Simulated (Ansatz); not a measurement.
The cluster Si3Pt⁺, relaxed as a doublet with UKS B3LYP-D4/def2-SVP in Ansatz, starting from the GFN1-xTB geometry. Force threshold 0.02 eV/Å.

In the def2 sets Pt takes a core potential; there is no spin–orbit coupling. The structure comes from a short search, and lower isomers may exist.

Start:

```xyz
4

Pt    1.122    0.532   -0.304
Si   -0.301   -0.451   -1.891
Si    0.299    0.444    1.893
Si   -1.120   -0.526    0.302
```

| step | energy (eV) | largest force component (eV/Å) | SCF passes |
| --- | --- | --- | --- |
| 1 | -26867.4406 | 0.323 | 37 |
| 2 | -26867.4487 | 0.034 | 40 |
| 3 | -26867.4489 | 0.008 | 43 |

Force components are those of the run's own axes.

End:

```xyz
4

Pt    1.115    0.528   -0.302
Si   -0.294   -0.443   -1.873
Si    0.301    0.443    1.872
Si   -1.123   -0.528    0.303
```

By distances, no bond broke or formed. The bond that changes most is Pt1–Si3, from 2.35 to 2.32 Å (atoms count from 1).

No frequencies were taken in this run, so the end may be a saddle point.

Run time 15 s (4 threads of Arm Neoverse N1 on a shared host).
